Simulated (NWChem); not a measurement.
System: CH₇GeN; SMILES [NH2][GeH2][CH3]

NWChem input:

```
start job
memory heap 200 mb stack 900 mb global 1100 mb
geometry units angstroms noautoz
  Ge    -0.346947     0.047307     0.000000
  C      0.646195    -1.642042     0.000000
  N      0.689705     1.569757     0.000000
  H     -1.225361     0.126653     1.265613
  H     -1.225361     0.126653    -1.265613
  H      1.284741    -1.718823    -0.892733
  H      1.284741    -1.718823     0.892733
  H     -0.051514    -2.493592     0.000000
  H      1.276106     1.679941    -0.823388
  H      1.276106     1.679941     0.823388
end
basis spherical
  Ge library pcseg-1
  C library pcseg-1
  N library pcseg-1
  H library pcseg-1
end
dft
  xc hfexch
  iterations 150
  mulliken
end
task dft energy
```

NWChem printed, in part:

```
             Northwest Computational Chemistry Package (NWChem) 7.3.0
             --------------------------------------------------------

 CS  symmetry detected

                             Geometry "geometry" -> ""
                             -------------------------

 Output coordinates in angstroms (scale by  1.889725989 to convert to a.u.)

  No.       Tag          Charge          X              Y              Z
 ---- ---------------- ---------- -------------- -------------- --------------
    1 Ge                  32.0000    -0.35195803     0.03401190     0.00000000
    2 C                    6.0000     0.67420942    -1.63548247     0.00000000
    3 N                    7.0000     0.65455781     1.57655111     0.00000000
    4 H                    1.0000    -1.23176237     0.09607041     1.26561300
    5 H                    1.0000    -1.23176237     0.09607041    -1.26561300
    6 H                    1.0000     1.31414171    -1.69969298    -0.89273300
    7 H                    1.0000     1.31414171    -1.69969298     0.89273300
    8 H                    1.0000    -0.00662076    -2.50058680     0.00000000
    9 H                    1.0000     1.23867890     1.69824414    -0.82338800
   10 H                    1.0000     1.23867890     1.69824414     0.82338800

 Effective nuclear repulsion energy (a.u.)     208.3520752976

      Symmetry information
      --------------------

 Group name             Cs
 Group number              2
 Group order               2
 No. of unique centers     7

  xc_inp: hfexch multiplicative factor not found.

                                 NWChem DFT Module
                                 -----------------

 Summary of "ao basis" -> "ao basis" (spherical)
 ------------------------------------------------------------------------------
       Tag                 Description            Shells   Functions and Types
 ---------------- ------------------------------  ------  ---------------------
 Ge                         pcseg-1                 11       27   5s4p2d
 C                          pcseg-1                  6       14   3s2p1d
 N                          pcseg-1                  6       14   3s2p1d
 H                          pcseg-1                  3        5   2s1p

      Symmetry analysis of basis
      --------------------------

        a'         58
        a"         32

            General Information
            -------------------
          SCF calculation type: DFT
          Wavefunction type:  closed shell.
          No. of atoms     :    10
          No. of electrons :    52
           Alpha electrons :    26
            Beta electrons :    26
          Charge           :     0
          Spin multiplicity:     1
          Use of symmetry is: on ; symmetry adaption is: on
          Maximum number of iterations: 150
          AO basis - number of functions:    90
                     number of shells:    44
          Convergence on energy requested:  1.00D-06
          Convergence on density requested:  1.00D-05
          Convergence on gradient requested:  5.00D-04

              XC Information
              --------------
                     Hartree-Fock (Exact) Exchange  1.000

      Superposition of Atomic Density Guess
      -------------------------------------

 Sum of atomic energies:       -2170.45548524

      Non-variational initial energy
      ------------------------------

 Total energy =   -2171.967882
 1-e energy   =   -3435.993545
 2-e energy   =    1055.673588
 HOMO         =      -0.334775
 LUMO         =       0.043291

      Symmetry analysis of molecular orbitals - initial
      -------------------------------------------------

  Numbering of irreducible representations:

     1 a'          2 a"

  Orbital symmetries:

     1 a'          2 a'          3 a"          4 a'          5 a'
     6 a'          7 a'          8 a'          9 a'         10 a"
    11 a'         12 a'         13 a'         14 a"         15 a"
    16 a'         17 a'         18 a'         19 a'         20 a"
    21 a'         22 a"         23 a'         24 a'         25 a"
    26 a'         27 a'         28 a'         29 a'         30 a"
    31 a"         32 a'         33 a'         34 a'         35 a"
    36 a"

     ---------------------------------------------
      Total Density - Mulliken Population Analysis
     ---------------------------------------------

    Atom       Charge   Shell Charges
 -----------   ------   -------------------------------------------------------
    1 Ge  32    31.37   2.00  2.00  2.00  0.86  0.36  6.00  5.98  1.06  0.90 10.02  0.20
    2 C    6     6.75   2.00  0.79  0.50  2.15  1.30  0.01
    3 N    7     7.97   2.00  0.87  0.69  2.62  1.78  0.01
    4 H    1     1.01   0.71  0.29  0.01
    5 H    1     1.01   0.71  0.29  0.01
    6 H    1     0.82   0.68  0.11  0.02
    7 H    1     0.82   0.68  0.11  0.02
    8 H    1     0.81   0.68  0.11  0.02
    9 H    1     0.72   0.61  0.07  0.04
   10 H    1     0.72   0.61  0.07  0.04

   convergence    iter        energy       DeltaE   RMS-Dens  Diis-err
 ---------------- ----- ----------------- --------- --------- ---------
 d= 0,ls=0.0,diis     1  -2171.4105705712 -2.38D+03  5.35D-03  3.52D-01
 d= 0,ls=0.0,diis     2  -2171.4523685423 -4.18D-02  1.98D-03  7.30D-02
 d= 0,ls=0.0,diis     3  -2171.4609516784 -8.58D-03  6.62D-04  4.59D-03
 d= 0,ls=0.0,diis     4  -2171.4616831035 -7.31D-04  1.44D-04  1.29D-04
 d= 0,ls=0.0,diis     5  -2171.4617072044 -2.41D-05  4.27D-05  1.12D-05
  Resetting Diis
 d= 0,ls=0.0,diis     6  -2171.4617097375 -2.53D-06  1.98D-05  7.63D-07
 d= 0,ls=0.0,diis     7  -2171.4617100812 -3.44D-07  4.40D-06  7.54D-08

         Total DFT energy =    -2171.461710081227
      One electron energy =    -3439.885046059802
           Coulomb energy =     1151.806862036879
    Exchange-Corr. energy =      -91.735601355863
 Nuclear repulsion energy =      208.352075297560

 Numeric. integr. density =        0.000000000000

                  Occupations of the irreducible representations
                  ----------------------------------------------

                     irrep           alpha         beta
                     --------     --------     --------
                     a'               19.0         19.0
                     a"                7.0          7.0

                       DFT Final Molecular Orbital Analysis
                       ------------------------------------

 Vector   24  Occ=2.000000D+00  E=-4.586934D-01  Symmetry=a'
              MO Center=  4.5D-02,  7.6D-02, -2.7D-13, r^2= 3.5D+00
   Bfn.  Coefficient  Atom+Function         Bfn.  Coefficient  Atom+Function
  ----- ------------  ---------------      ----- ------------  ---------------
    46      0.295287   3 N  py               12     -0.262314   1 Ge px
    49      0.243708   3 N  py               31      0.207387   2 C  px
    15     -0.192691   1 Ge px               32     -0.177862   2 C  py
    56      0.177471   4 H  s                61      0.177471   5 H  s
     9      0.169302   1 Ge px               34      0.138736   2 C  px

 Vector   25  Occ=2.000000D+00  E=-4.544880D-01  Symmetry=a"
              MO Center= -8.1D-01,  2.9D-03,  2.9D-13, r^2= 2.8D+00
   Bfn.  Coefficient  Atom+Function         Bfn.  Coefficient  Atom+Function
  ----- ------------  ---------------      ----- ------------  ---------------
    56      0.318576   4 H  s                61     -0.318576   5 H  s
    14      0.293236   1 Ge pz               17      0.264639   1 Ge pz
    11     -0.184300   1 Ge pz               57      0.133659   4 H  s
    62     -0.133659   5 H  s                33     -0.112001   2 C  pz
    26      0.098029   1 Ge d  1             66      0.098172   6 H  s

 Vector   26  Occ=2.000000D+00  E=-3.862324D-01  Symmetry=a'
              MO Center=  4.5D-01,  6.5D-01, -4.0D-15, r^2= 3.3D+00
   Bfn.  Coefficient  Atom+Function         Bfn.  Coefficient  Atom+Function
  ----- ------------  ---------------      ----- ------------  ---------------
    46      0.382871   3 N  py               49      0.354844   3 N  py
    45     -0.264151   3 N  px               32      0.248698   2 C  py
    48     -0.233462   3 N  px               35      0.181727   2 C  py
    13     -0.149298   1 Ge py               44      0.138562   3 N  s
    31     -0.122541   2 C  px               30      0.114527   2 C  s

 Vector   27  Occ=0.000000D+00  E= 1.440892D-01  Symmetry=a'
              MO Center=  9.6D-01,  3.0D-01, -5.2D-16, r^2= 6.6D+00
   Bfn.  Coefficient  Atom+Function         Bfn.  Coefficient  Atom+Function
  ----- ------------  ---------------      ----- ------------  ---------------
    30      1.006779   2 C  s                44      0.887510   3 N  s
    15     -0.623424   1 Ge px               82     -0.573918   9 H  s
    87     -0.573918  10 H  s                 5      0.565929   1 Ge s
    67     -0.539197   6 H  s                72     -0.539197   7 H  s
    57     -0.424355   4 H  s                62     -0.424355   5 H  s

 Vector   28  Occ=0.000000D+00  E= 1.678240D-01  Symmetry=a'
              MO Center=  9.6D-02, -1.0D+00,  4.3D-16, r^2= 6.9D+00
   Bfn.  Coefficient  Atom+Function         Bfn.  Coefficient  Atom+Function
  ----- ------------  ---------------      ----- ------------  ---------------
    30      1.758457   2 C  s                16      0.908297   1 Ge py
    44     -0.696973   3 N  s                77     -0.679831   8 H  s
    67     -0.563184   6 H  s                72     -0.563184   7 H  s
     5     -0.275126   1 Ge s                82      0.210759   9 H  s
    87      0.210759  10 H  s                15      0.141078   1 Ge px

 Vector   29  Occ=0.000000D+00  E= 1.995035D-01  Symmetry=a'
              MO Center= -7.2D-01,  3.7D-01,  3.9D-15, r^2= 6.2D+00
   Bfn.  Coefficient  Atom+Function         Bfn.  Coefficient  Atom+Function
  ----- ------------  ---------------      ----- ------------  ---------------
     5      1.707895   1 Ge s                57     -1.499781   4 H  s
    62     -1.499781   5 H  s                15     -1.336306   1 Ge px
    82      0.504888   9 H  s                87      0.504888  10 H  s
    44     -0.460926   3 N  s                 4      0.367138   1 Ge s
     3     -0.300936   1 Ge s                34      0.239865   2 C  px

     ---------------------------------------------
      Total Density - Mulliken Population Analysis
     ---------------------------------------------

    Atom       Charge   Shell Charges
 -----------   ------   -------------------------------------------------------
    1 Ge  32    31.42   2.00  2.00  2.00  0.82  0.23  6.00  5.98  1.22  0.84 10.02  0.29
    2 C    6     6.53   2.00  0.69  0.53  2.07  1.22  0.02
    3 N    7     7.74   2.00  0.79  0.74  2.42  1.78  0.02
    4 H    1     1.03   0.75  0.27  0.01
    5 H    1     1.03   0.75  0.27  0.01
    6 H    1     0.88   0.76  0.09  0.02
    7 H    1     0.88   0.76  0.09  0.02
    8 H    1     0.88   0.76  0.09  0.02
    9 H    1     0.81   0.72  0.05  0.04
   10 H    1     0.81   0.72  0.05  0.04

     -------------------------------------------
      Total Density - Lowdin Population Analysis
     -------------------------------------------

    Atom       Charge   Shell Charges
 -----------   ------   -------------------------------------------------------
    1 Ge  32    31.64   2.00  1.99  1.90  0.61  0.35  5.99  5.81  1.35  1.04  9.91  0.68
    2 C    6     6.31   1.99  0.53  0.40  1.91  1.44  0.05
    3 N    7     7.38   1.99  0.66  0.53  2.27  1.89  0.03
    4 H    1     1.06   0.65  0.39  0.02
    5 H    1     1.06   0.65  0.39  0.02
    6 H    1     0.93   0.66  0.22  0.05
    7 H    1     0.93   0.66  0.22  0.05
    8 H    1     0.93   0.66  0.22  0.05
    9 H    1     0.88   0.61  0.17  0.10
   10 H    1     0.88   0.61  0.17  0.10

     Multipole analysis of the density
     ---------------------------------

     L   x y z        total         alpha         beta         nuclear
     -   - - -        -----         -----         ----         -------
     0   0 0 0     -0.000000    -26.000000    -26.000000     52.000000

     1   1 0 0      0.554782      0.277391      0.277391      0.000000
     1   0 1 0     -0.386399     -0.193199     -0.193199      0.000000
     1   0 0 1     -0.000000     -0.000000     -0.000000      0.000000

     2   2 0 0    -23.725557    -46.229920    -46.229920     68.734284
     2   1 1 0      1.996385      1.454639      1.454639     -0.912893
     2   1 0 1      0.000000      0.000000      0.000000      0.000000
     2   0 2 0    -27.439973   -105.321003   -105.321003    183.202032
     2   0 1 1     -0.000000     -0.000000     -0.000000      0.000000
     2   0 0 2    -23.899594    -22.936949    -22.936949     21.974303
```

Level: Hartree-Fock/pcseg-1. All runs use the structure optimised with PBE0/def2-SVP.
